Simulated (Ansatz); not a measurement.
`F[CH](F)[InH2]` + `C[SeH]` → `C[Se][InH2]` + `FCF`  (ligand exchange at the In–C bond)

Isolated molecules relaxed with PBE0-D4/def2-TZVP in Ansatz; ΔE leaves out vibrations. CBS: MP2 limit from def2 TZ/QZ plus the TZ coupled-cluster correction, frozen cores. This one scheme is used for every species. Functionals use def2-TZVPP. def2 core potentials past Kr. For In, Se outer-core shells are correlated without core-valence functions, which leaves a few kJ/mol of doubt a bond. Scalar relativity is left out up to krypton.

```tsv
level	ΔE (eV)
ωB97M-V	-1.65
BLYP	-1.57
PBE0	-1.71
HF/def2-TZVPP	-1.85
```

Problem. What does CCSD(T)/CBS give? (Estimate.)

Solution. Computed: -1.76 eV. The listed levels differ from it by 0.11, 0.19, 0.05, -0.09 eV.

Largest T1 diagnostic among the species: 0.014.

From BLYP to BHLYP (50 % exact exchange), in def2-TZVPP and without D4, ΔE moves by −0.18 eV. In def2-TZVPP, CCSD(T) changes the Hartree–Fock value by +0.14 eV (the triples alone add +0.00 eV) and MP2 by +0.04 eV. Leaving LDA and LC-ωPBE aside and taking each functional with its dispersion term where it has one, the values, not all of them listed here, spread over 0.20 eV, from PBE-QIDH to BLYP-D4. LDA lies −0.03 eV from PBE without D4.
